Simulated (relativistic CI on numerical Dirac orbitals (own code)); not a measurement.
One change at a time: Eu⁵⁴⁺

Base calculation: Dirac-Coulomb-Breit CI, KLI orbitals optimised for each configuration, a model potential for QED, unscaled Slater integrals.

CI space (outside the closed core 1s2): 2s²2p⁵, 2s2p⁶, 2p⁶3s, 2p⁶3p, 2p⁶3d, 2s²2p⁴3s, 2s²2p⁴3p, 2s²2p⁴3d, 2s2p⁵3s, 2s2p⁵3p, 2s2p⁵3d, 2s²2p⁴4s, 2s²2p⁴4p, 2s²2p⁴4d, 2s²2p⁴4f, 2s2p⁵4s. Levels of other configurations are missing.

The lowest level and the first level of each name with at least 55 % of one term (blank where a level has no safe partner in the second run):

```
          Level  Base (eV)  Shift (eV)
  2s²2p⁵ ²P°3/2       0.00        0.00
  2s²2p⁵ ²P°1/2     668.06        0.00
    2s2p⁶ ²S1/2    1046.07       +0.23
 2s²2p⁴3s ⁴P5/2    6029.42       +1.47
 2s²2p⁴3s ²P3/2    6038.47       +1.47
 2s²2p⁴3s ²S1/2    6080.64       +1.47
2s²2p⁴3p ²P°1/2    6184.67       +1.57
2s²2p⁴3p ⁴D°7/2    6321.42       +1.57
 2s²2p⁴3d ⁴F9/2    6486.28       +1.23
 2s²2p⁴3d ²D3/2    6490.61       +1.23
 2s²2p⁴3d ²P1/2    6497.81       +1.23
 2s²2p⁴3s ⁴P3/2    6698.51       +1.47
 2s²2p⁴3s ²P1/2    6706.44       +1.47
 2s²2p⁴3s ²D5/2    6718.07       +1.47
 2s²2p⁴3s ²D3/2    6722.68       +1.47
2s²2p⁴3p ²F°7/2    7007.02       +1.57
 2s2p⁵3s ⁴P°5/2    7034.21       +1.65
 2s2p⁵3s ²P°3/2    7049.49       +1.67
 2s²2p⁴3d ⁴D1/2    7104.10       +1.23
 2s2p⁵3s ²P°1/2    7104.67       +1.67
 2s²2p⁴3d ²G7/2    7128.35       +1.23
 2s²2p⁴3d ²G9/2    7172.01       +1.23
```

At this charge energies of transitions that change n are usually good to better than 1 %, and those within a shell (Δn = 0) to a few per cent.

One thing was changed in a second run, which moved the levels as shown. Which?
A. P86 correlation estimate
B. one mean potential for all configurations
C. QED terms removed
D. configuration mixing switched off
E. Breit term removed

A. P86 correlation estimate. A correlation estimate moves all levels of a configuration together before mixing; mixed levels move by a weighted share.

LS names give the leading component of a level, which can be under half, so a name can repeat, a term be missing and a line seem to break the LS rules.
